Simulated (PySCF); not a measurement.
Molecule: SMILES C/N=C\[SiH2]P, C$_{2}$H$_{8}$NPSi.

Bonds (- single, = double, # triple, : aromatic): C1-N2 1.433 Å, N2=C3 1.270 Å, C3-Si4 1.914 Å, Si4-P5 2.270 Å. C1 carries H6, H7, H8; C3 carries H9; Si4 carries H10, H11; P5 carries H12, H13. Stereochemistry as in C/N=C\[SiH2]P.

Geometry PBE0-D3(BJ)/def2-SVP throughout; GIAO in PySCF 2.14, gas phase, one conformer, non-relativistic; equivalent atoms averaged; basis pcSseg-1.

For orientation, B3LYP gives these absolute shieldings σ: C3 5.3, C1 126.8, N2 -222.0, Si4 409.2, P5 579.6, H9 22.92, H10/H11 26.84, H6/H7/H8 27.57, H12/H13 29.79 ppm.

A run gave: C3 12.4, C1 126.6, N2 -193.2, Si4 418.7, P5 580.2, H9 22.94, H10/H11 26.84, H6/H7/H8 27.56, H12/H13 29.73 ppm (absolute shieldings σ).

Which functional was used in that run?
A. OPBE
B. BHandHLYP
C. B97-D
D. PBE
E. BP86

## Answers

C. C3 tells them apart best: B97-D gives 12.4, PBE gives 8.9, OPBE gives 20.5, BHandHLYP gives 8.4, BP86 gives 8.7 ppm.
